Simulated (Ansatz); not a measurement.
Consider the ligand exchange at the Si–C bond: `C=C=C([SiH3])Cl` + `CC#CS` → `CC#CS[SiH3]` + `C=C=CCl`.

Program: Ansatz. Geometries: PBE0-D4/def2-TZVP. ΔE: electronic, gas phase. CCSD(T)/CBS is the MP2 limit (def2-TZVPP, def2-QZVPP) plus CCSD(T) − MP2 in def2-TZVPP, frozen cores. DFT in def2-TZVPP. B3LYP here is the variant with VWN-RPA as its local correlation; programs differ in this. One conformer a species, not always the lowest.

`C=C=C([SiH3])Cl`:

Cartesian coordinates in Å:
```
C 1.456 -0.376 1.645
C 0.431 -0.456 0.850
C -0.573 -0.490 0.025
Si -0.777 0.697 -1.401
Cl -1.834 -1.688 0.211
H 1.426 0.237 2.540
H 2.369 -0.926 1.440
H -0.828 -0.070 -2.671
H 0.378 1.627 -1.401
H -2.048 1.446 -1.236
```

`CC#CS`:

```xyz
8

C     0.960    1.133   -0.114
C    -0.067    0.116   -0.028
C    -0.917   -0.737    0.047
S    -2.202   -1.817    0.129
H     0.532    2.122    0.066
H     1.436    1.144   -1.098
H     1.736    0.967    0.638
H    -1.478   -2.928    0.359
```

`CC#CS[SiH3]`:

Cartesian coordinates in Å:
```
C 0.400 0.403 -2.463
C -0.279 0.375 -1.184
C -0.846 0.352 -0.119
S -1.675 0.340 1.346
Si -0.090 -0.532 2.506
H -0.118 -0.217 -3.199
H 1.420 0.024 -2.365
H 0.458 1.422 -2.856
H 0.253 -1.873 1.973
H 1.105 0.344 2.475
H -0.627 -0.638 3.885
```

`C=C=CCl`:

```xyz
7

C     0.423    0.277    1.261
C     0.065   -0.033    0.052
C    -0.279   -0.354   -1.157
Cl   -1.590    0.404   -1.993
H     1.161    1.051    1.449
H    -0.006   -0.227    2.121
H     0.226   -1.119   -1.733
```

```csv
level,ΔE (kJ/mol),difference from CCSD(T)/CBS
PBE-D4,-47.4,-1.3
r2SCAN-D4,-47.1,-1.0
PBE0-D4,-48.7,-2.6
B3LYP-D4,-44.9,1.2
ωB97X-V,-46.3,-0.2
ωB97M-V,-45.8,0.3
B2PLYP,-45.9,0.2
PBE,-48.0,-1.9
r2SCAN,-47.3,-1.2
PBE0,-49.2,-3.1
B3LYP,-45.8,0.3
HF/def2-TZVPP,-47.3,-1.2
MP2/def2-TZVPP,-46.7,-0.6
SCS-MP2/def2-TZVPP,-45.6,0.5
CCSD/def2-TZVPP,-45.3,0.8
CCSD(T)/def2-TZVPP,-45.2,0.9
HF/def2-QZVPP,-47.1,-1.0
MP2/def2-QZVPP,-47.2,-1.1
SCS-MP2/def2-QZVPP,-46.2,-0.1
HF/CBS(def2),-47.0,-0.9
MP2/CBS(def2),-47.7,-1.6
CCSD/CBS(def2),-46.3,-0.2
CCSD(T)/CBS,-46.1,0
```

Largest T1 diagnostic among the species: 0.012.
